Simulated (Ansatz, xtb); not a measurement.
# C4H5NOS2: which of two isomers lies lower

Structure X: `C[S@](=O)c1cscn1`, a singlet. Structure Y: `CSSc1cnoc1`, a singlet. Both are isolated molecules in the gas phase, relaxed with PBE-D3(BJ)/def2-SVP; the shapes shown needn't be the lowest conformers.

X (Å):

```xyz
13

C    -1.5554   -2.7898   -0.8589
C    -0.3712   -0.6569    0.2990
C    -0.8908    0.4771    0.8871
C     0.8911    0.7877   -0.7597
N     0.6303   -0.4896   -0.6165
O    -2.1663   -2.0546    1.6934
S    -0.9512   -2.3078    0.8193
S    -0.0756    1.8565    0.2381
H    -1.9209   -3.8306   -0.7782
H    -2.3810   -2.1005   -1.1186
H    -0.7133   -2.7125   -1.5734
H    -1.6892    0.5276    1.6370
H     1.6508    1.1960   -1.4431
```

Y (Å):

```yaml
atoms:
  - { symbol: C, position_ang: [-1.7049, -2.8788, -1.4932] }
  - { symbol: C, position_ang: [-0.0821, -0.4191, 0.7035] }
  - { symbol: C, position_ang: [-0.3734, 0.4258, 1.8257] }
  - { symbol: C, position_ang: [-0.0793, 0.4652, -0.3536] }
  - { symbol: N, position_ang: [-0.5236, 1.6896, 1.4671] }
  - { symbol: O, position_ang: [-0.3460, 1.7132, 0.0935] }
  - { symbol: S, position_ang: [0.0988, -2.7282, -1.2348] }
  - { symbol: S, position_ang: [0.2023, -2.1655, 0.7668] }
  - { symbol: H, position_ang: [-1.8315, -3.1950, -2.5488] }
  - { symbol: H, position_ang: [-2.1373, -3.6463, -0.8241] }
  - { symbol: H, position_ang: [-2.2087, -1.9044, -1.3428] }
  - { symbol: H, position_ang: [-0.4751, 0.1496, 2.8835] }
  - { symbol: H, position_ang: [0.0848, 0.3407, -1.4291] }
```

Quicker runs give these differences E(Y) − E(X): GFN2-xTB −0.4 kcal/mol; HF/STO-3G −103.3 kcal/mol (at GFN2-xTB geometries); r2SCAN-D4/def2-SVP −1.8 kcal/mol (at GFN2-xTB geometries).

Estimate E(Y) − E(X) at the level CCSD(T)/def2-SVP + ΔMP2/def2-TZVPP.

Not settled: CCSD(T)/def2-SVP + ΔMP2/def2-TZVPP gives E(Y) − E(X) = +11.6 kcal/mol, but this leans on the basis-set step: CCSD(T) alone gives −4.7 kcal/mol.

How the difference moves with the method:

```json
{"level": "GFN2-xTB", "geometry": "GFN2-xTB", "E(Y) − E(X) (kcal/mol)": "−0.4", "departure from the last row (kcal/mol)": "−11.9", "job, with rough time for the two": "optimisation, 0.28 s"}
{"level": "HF/STO-3G", "geometry": "GFN2-xTB", "E(Y) − E(X) (kcal/mol)": "−103.3", "departure from the last row (kcal/mol)": "−114.9", "job, with rough time for the two": "single point, 0.48 s"}
{"level": "r2SCAN-D4/def2-SVP", "geometry": "GFN2-xTB", "E(Y) − E(X) (kcal/mol)": "−1.8", "departure from the last row (kcal/mol)": "−13.3", "job, with rough time for the two": "single point, 4.5 s"}
{"level": "PBE-D3(BJ)/def2-SVP", "geometry": "PBE-D3(BJ)/def2-SVP", "E(Y) − E(X) (kcal/mol)": "−1.8", "departure from the last row (kcal/mol)": "−13.3", "job, with rough time for the two": "optimisation, 34 s"}
{"level": "HF/def2-SVP", "geometry": "PBE-D3(BJ)/def2-SVP", "E(Y) − E(X) (kcal/mol)": "−8.1", "departure from the last row (kcal/mol)": "−19.6", "job, with rough time for the two": "part of the CCSD(T) run"}
{"level": "MP2/def2-SVP", "geometry": "PBE-D3(BJ)/def2-SVP", "E(Y) − E(X) (kcal/mol)": "−0.8", "departure from the last row (kcal/mol)": "−12.3", "job, with rough time for the two": "part of the CCSD(T) run"}
{"level": "CCSD(T)/def2-SVP", "geometry": "PBE-D3(BJ)/def2-SVP", "E(Y) − E(X) (kcal/mol)": "−4.7", "departure from the last row (kcal/mol)": "−16.2", "job, with rough time for the two": "single point"}
{"level": "CCSD(T)/def2-SVP + ΔMP2/def2-TZVPP", "geometry": "PBE-D3(BJ)/def2-SVP", "E(Y) − E(X) (kcal/mol)": "+11.6", "departure from the last row (kcal/mol)": "", "job, with rough time for the two": "single point, 1.7 min"}
```

As drawn, Y has 1 S–S, 1 C∷C, 1 N∷O, 1 C∷O in place of 1 O=S, 2 C∷S, 1 C∷N (∷ is an aromatic bond).

HF/STO-3G, r2SCAN-D4/def2-SVP, PBE-D3(BJ)/def2-SVP, HF/def2-SVP, MP2/def2-SVP, CCSD(T)/def2-SVP put the two in the other order. GFN2-xTB finds them nearly level. The largest departure from CCSD(T)/def2-SVP + ΔMP2/def2-TZVPP is that of HF/STO-3G, 114.9 kcal/mol. The last row adds to CCSD(T) the change of the MP2 difference between the two basis sets, here +16.2 kcal/mol, a large step that makes the value less sure.

With thermal terms from frequencies at re-optimised GFN2-xTB minima (ideal gas, soft modes damped towards free rotors, one conformer each, 298.15 K, 1 atm): on the last row, ΔE + ΔZPE = +12.2, ΔH = +12.3, ΔG = +11.7 kcal/mol.

The correlated steps freeze 16 core orbitals. Mirror images aren't counted in ΔG. Codes used: Ansatz 0.2.0, xtb 6.7.1; the last row on 4 threads of Arm Neoverse V1 on a shared host.
